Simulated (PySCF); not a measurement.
iodine (I2), SMILES II.

The structure is a stationary point at B3LYP-D3(BJ)/def2-TZVP. The def2 effective core potentials stand for the cores of I; spin–orbit coupling is left out.

Two levels are set side by side: TDDFT-PBE/def2-TZVPD (PySCF) and TDDFT-B3LYP/def2-TZVPD (PySCF). Vertical, same geometry. The lowest singlet is HOMO→LUMO 100 % with PBE and HOMO→LUMO 100 % with the other functional; states are paired by order. Differences are taken from unrounded values.

```json
[
 {"quantity": "lowest singlet excitation (eV)", "TDDFT-B3LYP": "2.11"},
 {"quantity": "lowest triplet excitation (TDA) (eV)", "TDDFT-B3LYP": "1.56"},
 {"quantity": "first bright state (f over 0.05) (eV)", "TDDFT-B3LYP": "6.61"},
 {"quantity": "its oscillator strength", "TDDFT-B3LYP": "0.49"}
]
```

Question: What does TDDFT-PBE give, and how far is it from TDDFT-B3LYP? (Estimate from the structure and the level; the computed values follow.)

Answer: 
| quantity | TDDFT-PBE | TDDFT-PBE minus TDDFT-B3LYP |
|---|---|---|
| lowest singlet excitation (eV) | 2.03 | -0.08 |
| lowest triplet excitation (TDA) (eV) | 1.48 | -0.08 |
| first bright state (f over 0.05) (eV) | 6.49 | -0.12 |
| its oscillator strength | 0.05 | -0.44 |

A lower first singlet is the usual sign of a functional without exact exchange. Differences between two approximate levels are no errors against the true value.

Rough cost on one machine, each run with all the roots and properties that it gave: TDDFT-B3LYP against TDDFT-PBE about 3 times.
